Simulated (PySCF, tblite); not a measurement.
Isomers of [C7H10]- (charge -1 and doublet state), one GFN2-xTB conformer each. Single-point energies are computed at B3LYP/pcH-1 (PySCF, gas phase, no added dispersion term), electronic only. GFN2-xTB treats the open shell by occupation alone, and not every SCF solution was tested for stability.

Question: Rank them by B3LYP/pcH-1 energy, lowest first (kJ/mol).
A. `[CH3:1][CH-:2][CH:3][CH2:4][C:5]1=[CH:6][CH2:7]1` (charge -1 and doublet state) with C1–C2–C3–C4 -163°, C2–C3–C4–C5 98°, C3–C4–C5–C6 -45°
B. `[CH2-:1][CH:2][C@H:3]1[CH:4]=[C:5]([CH3:6])[CH2:7]1` (charge -1 and doublet state) with H–C1–C2–C3 -165° and 11°, C1–C2–C3–C4 105°

Answer: B (0.0), A (73.7).

As drawn, the lower has a four-membered ring, which the higher lacks; the higher has a three-membered ring, which the lower lacks. GFN2-xTB itself gives, in the same order: 0.0, 90.2. Both levels put the same isomer lowest.

Question: What happens when harmonic zero-point energies from GFN2-xTB frequencies are added?

Answer: 
```json
{"SMILES": "[CH2-][CH][C@H]1C=C(C)C1", "ZPE (kJ/mol)": "361.1", "electronic (kJ/mol)": "0.0", "with ZPE (kJ/mol)": "0.0"}
{"SMILES": "C[CH-][CH]CC1=CC1", "ZPE (kJ/mol)": "361.8", "electronic (kJ/mol)": "73.7", "with ZPE (kJ/mol)": "74.5"}
```

The zero-point energies span 0.7 kJ/mol. The order is unchanged.
